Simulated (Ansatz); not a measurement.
`C=CB(C=C)C=C` and `C=[CH][Al]([CH]=C)[CH]=C` differ in one element.

Ansatz, PBE0-D4/def2-TZVP geometries, multiplicity 1. Each molecule was computed in one conformer, which needn't be the lowest.

| property | `C=CB(C=C)C=C` |
| --- | --- |
| HOMO–LUMO gap (ωB97M-V/def2-TZVPP) / eV | 9.76 |
| LUMO energy (B3LYP/def2-TZVPP) / eV | -2.30 |
| HOMO–LUMO gap (PBE0/def2-TZVPP) / eV | 5.57 |
| HOMO energy (PBE0/def2-TZVPP) / eV | -7.71 |
| LUMO energy (PBE/def2-TZVPP) / eV | -3.02 |
| LUMO energy (ωB97M-V/def2-TZVPP) / eV | -0.15 |

**Question.** What does the change do to each property? (Estimate.)

**Answer.** The calculation gave: 
```json
{"property": "HOMO–LUMO gap (ωB97M-V/def2-TZVPP) / eV", "`C=[CH][Al]([CH]=C)[CH]=C`": "10.31", "shift": "0.55"}
{"property": "LUMO energy (B3LYP/def2-TZVPP) / eV", "`C=[CH][Al]([CH]=C)[CH]=C`": "-1.70", "shift": "0.60"}
{"property": "HOMO–LUMO gap (PBE0/def2-TZVPP) / eV", "`C=[CH][Al]([CH]=C)[CH]=C`": "6.25", "shift": "0.68"}
{"property": "HOMO energy (PBE0/def2-TZVPP) / eV", "`C=[CH][Al]([CH]=C)[CH]=C`": "-7.76", "shift": "-0.05"}
{"property": "LUMO energy (PBE/def2-TZVPP) / eV", "`C=[CH][Al]([CH]=C)[CH]=C`": "-2.36", "shift": "0.66"}
{"property": "LUMO energy (ωB97M-V/def2-TZVPP) / eV", "`C=[CH][Al]([CH]=C)[CH]=C`": "0.32", "shift": "0.47"}
```

With PBE0 the HOMO falls by 0.05 eV and the LUMO rises by 0.63 eV, so the gap widens by about 0.68 eV. PBE moves the HOMO by 0.23 eV and ωB97M-V by -0.08 eV.

B3LYP here is the variant with VWN-RPA as its local correlation; programs differ in this.
